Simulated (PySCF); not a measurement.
## SMILES CCOc1ccccc1C, C$_{9}$H$_{12}$O

Geometry (Å), atoms numbered from 1 in this order:
```xyz
22

C     2.954    0.212    0.107
C     1.704   -0.633    0.127
O     0.600    0.216   -0.072
C    -0.646   -0.307   -0.096
C    -0.927   -1.666    0.067
C    -2.251   -2.111    0.027
C    -3.289   -1.210   -0.174
C    -2.995    0.146   -0.336
C    -1.687    0.622   -0.301
C    -1.352    2.072   -0.472
H     3.843   -0.416    0.259
H     2.921    0.969    0.904
H     3.054    0.733   -0.856
H     1.738   -1.402   -0.668
H     1.604   -1.164    1.092
H    -0.124   -2.385    0.226
H    -2.461   -3.176    0.156
H    -4.324   -1.555   -0.206
H    -3.806    0.862   -0.494
H    -0.682    2.225   -1.332
H    -0.817    2.462    0.408
H    -2.259    2.672   -0.624
```

Method used: PySCF 2.14.0, TDDFT CAM-B3LYP/def2-SVPD excited states, vertical, gas phase. Geometry: PBE0-D3(BJ)/def2-SVP.

Singlets 5 and 6 lie within 0.01 eV of each other, so their separate moments and overlaps can depend on how they mix.

Q: How strongly do the lowest singlets absorb one photon, and two photons of half the energy?

A: δ for parallel linear polarisation; σ at the peak of a Lorentzian of half width 0.1 eV, single beam; Ω is circular over linear.
```csv
state,E (eV),f,photon λ (nm),δ (au),σ (GM),Ω,main
S1,5.18,0.035,479,9.14,0.09,1.50,"HOMO→LUMO 0.71, HOMO−1→LUMO+2 0.21"
S2,5.86,0.076,423,33.6,0.42,1.22,"HOMO→LUMO+2 0.68, HOMO−1→LUMO 0.23"
S3,6.25,0.001,397,30.1,0.43,1.50,"HOMO→LUMO+1 0.76, HOMO→LUMO+4 0.12"
S4,6.66,0.000,372,20.3,0.33,1.50,"HOMO→LUMO+3 0.67, HOMO→LUMO+4 0.19"
S5,6.80,0.670,365,24.4,0.41,0.51,"HOMO−1→LUMO 0.71, HOMO→LUMO+2 0.24"
S6,6.80,0.023,365,13.1,0.22,1.50,"HOMO→LUMO+4 0.53, HOMO→LUMO+3 0.18"
```
